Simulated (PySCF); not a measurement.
IF: one state, many levels of theory

State: ¹Σ⁺ (singlet), closed shell. Set-up: PySCF, scalar-relativistic core potentials, basis sets I def2-SVP with ECP28, F def2-SVP. De refers to I + F in their high-spin ground configurations, without counterpoise correction. A positive dipole means I(−)F(+).

| Level | Re (Å) | ωe (cm⁻¹) | De (eV) | μ (D) |
| --- | --- | --- | --- | --- |
| RHF | 1.912 | 689 | 0.50 | -2.74 |
| RHF-MP2 | 1.952 | 623 | 2.44 | n/a |
| RHF-SCS-MP2 | 1.956 | 613 | 2.34 | n/a |
| RHF-CCSD | 1.953 | 617 | 2.14 | n/a |
| RHF-CCSD(T) | 1.961 | 598 | 2.25 | n/a |
| PBE | 1.970 | 591 | 3.10 | -2.09 |
| PW91 | 1.968 | 593 | 3.15 | -2.10 |
| r²SCAN | 1.953 | 611 | 2.68 | -2.15 |
| B3LYP | 1.957 | 611 | 2.66 | -2.28 |
| PBE0 | 1.941 | 632 | 2.59 | -2.25 |
| MN15 | 1.936 | 639 | 2.63 | -2.35 |

Q: What are the measured Re and ωe, and which levels come closest?

A: Re = 1.909759 Å and ωe = 610.24 cm⁻¹ (Huber and Herzberg, Constants of Diatomic Molecules (1979)). Closest are RHF for the length (off by 0.003 Å) and B3LYP for the frequency (off by 0.0 %).

```
      Level  error in Re (pm)  error in ωe (%)
        RHF               0.3             13.0
    RHF-MP2               4.2              2.0
RHF-SCS-MP2               4.7              0.4
   RHF-CCSD               4.3              1.0
RHF-CCSD(T)               5.2             -2.0
        PBE               6.0             -3.2
       PW91               5.8             -2.9
     r²SCAN               4.4              0.2
      B3LYP               4.7              0.0
       PBE0               3.2              3.6
       MN15               2.6              4.7
```

Correlated steps freeze 5 core orbitals. Correlated levels converge slowly with the basis: in double zeta they bind strong bonds too weakly, by up to about 1 eV, and carry superposition errors of some tenths. Spin–orbit coupling is left out, which matters for elements this heavy, above all for dissociation energies. Where the molecule has an RHF reference, its open-shell atoms are computed with UHF.

The whole job (state search and all levels along the bond) took about 0.58 min on 1 thread of Intel Xeon 6975P-C (shared host), peak memory 0.45 GiB.
